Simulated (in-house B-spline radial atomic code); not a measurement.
Checks on a self-consistent run for Ti IV (Ti3+), [He] 2s2 (2p1/2)2 (2p3/2)3 3s2 3p6 3d2. Level of theory: Dirac-Hartree-Fock, average of the jj configuration, Fermi nucleus of rms radius 3.5921 fm; calculated with a radial B-spline atomic code at the basis-set limit.

```tsv
orbital	q	ε (Eh)	<1/r>	<r²>	small-component weight
1s1/2	2	-187.85824	21.824	0.00648566	0.0062215
2s1/2	2	-23.94758	4.65956	0.119333	0.0011284
2p1/2	2	-20.58502	4.58173	0.0967842	0.0011005
2p3/2	3	-20.39722	4.48798	0.102514	0.0010731
3s1/2	2	-4.31918	1.45474	1.06265	0.00023948
3p1/2	2	-3.21838	1.34556	1.19073	0.00021122
3p3/2	4	-3.17462	1.36337	1.21252	0.00022293
3d3/2	0.8	-1.74154	1.10928	1.6036	0.00015199
3d5/2	1.2	-1.72855	1.09953	1.62921	0.00014949
```

Electron-electron repulsion V_ee = 277.1001 hartree.

(1) What total energy follows from the eigenvalues?

(2) Does the Dirac virial theorem hold?

(3) What diamagnetic shielding (Lamb formula) and susceptibility (Langevin formula) do the radii give?

## Answers

(1) The eigenvalues count the repulsion twice, so E = Σqε - V_ee = -557.214 - 277.100 = -834.315 hartree; the run printed -834.315.

(2) For a point nucleus E = -2c²Σq·w, with w the small-component weight. Here Σq·w = 0.022214 and c = 137.0360, so the ratio E/(-2c²Σq·w) is 1.000004; the finite nucleus accounts for the departure from 1.

(3) σ = (α²/3)Σq<1/r> = 88.8555/(3·137.036²) = 1577.2 ppm, and χ = -0.79199×10⁻⁶·Σq<r²> = -10.57×10⁻⁶ cm³/mol with Σq<r²> = 13.348 bohr². Both are non-relativistic formulas without the paramagnetism of open shells.
